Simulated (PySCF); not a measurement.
Numbering as in the mapped SMILES `[CH3:1][O:2][SiH2:3][O:4][CH2:5][C:6](=[O:7])[O:8][CH3:9]`. Each H is labelled by its parent atom.

PySCF 2.14 calculation with GFN2-xTB structure and σ from GIAO-PBE0/pcSseg-1; a single conformation, relativity neglected, fast rotation and ring inversion assumed for equivalent nuclei, gas phase.

**Question.** List the cross peaks expected in HSQC, COSY and HMBC spectra.

**Answer.** 

HSQC (one-bond C–H):
```tsv
δH	δC
4.56 (H(C5))	66.1 (C5)
4.13 (H(C1))	53.7 (C1)
3.99 (H(C9))	54.3 (C9)
```

HMBC (two and three bonds, from the bond graph):
```tsv
δH	δC
4.56 (H(Si3))	66.1 (C5), 53.7 (C1)
4.56 (H(C5))	181.0 (C6)
3.99 (H(C9))	181.0 (C6)
```

No COSY cross peaks are expected.

Scale: TMS for 1H and 13C (reference shieldings calculated alike).

Shifts are as computed. Against solution values, carbons near 30 ppm lie about +3 ppm off and those near 130 ppm about +5 ppm. Of 1211 compounds with measured shifts, 218 miss one by over three times the rms of a fit or turn the order of signals round; such compounds aren't used in these exercises.
